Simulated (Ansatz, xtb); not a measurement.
**BClHOSi+: where a starting geometry ends**

The starting geometry of this gas-phase triplet was built from a drawn formula by distance geometry and a force field; its bonds are those of `ClB1[OH+][Si]1`.

```tsv
atom	x (Å)	y (Å)	z (Å)
B	-0.4849	-0.0783	0.6466
Cl	-1.0913	-0.0843	-1.0670
O	0.0458	-0.8003	1.8087
Si	-0.0068	0.8088	2.3971
H	0.9944	-0.9347	1.6599
```

Problem. Where would you expect an optimisation with r2SCAN-D4/def2-SVP to take it?

Solution. A bond breaks, giving a structure given below by its coordinates. Distances that change by over a tenth: B1–O3 (1.47 → 1.30 Å). Contacts that open: O3–Si4 (1.71 → 3.04 Å).

The energy falls by 1.78 eV over 21 steps:

```csv
step,E − E(last) (eV)
1,1.780
3,0.522
5,0.380
8,0.244
10,0.152
12,0.096
14,0.017
17,0.000
19,0.000
21,0.000
```

Final geometry (Å):

```xyz
5

B    -0.1845   -0.1047    1.0798
Cl   -1.0168    0.1607   -0.4262
O     0.6091   -0.9875    1.6073
Si   -0.8649    1.6304    2.0382
H     0.9144   -1.7877    1.1461
```

From the same start GFN2-xTB reaches the same bonding as this run.

The end wasn't checked by frequencies. Open shells are spin-unrestricted. The triplet needn't be the ground state. Run with Ansatz 0.2.0, 72 s on 1 thread of Intel(R) Xeon(R) 6975P-C (Granite Rapids), with other jobs on the host.
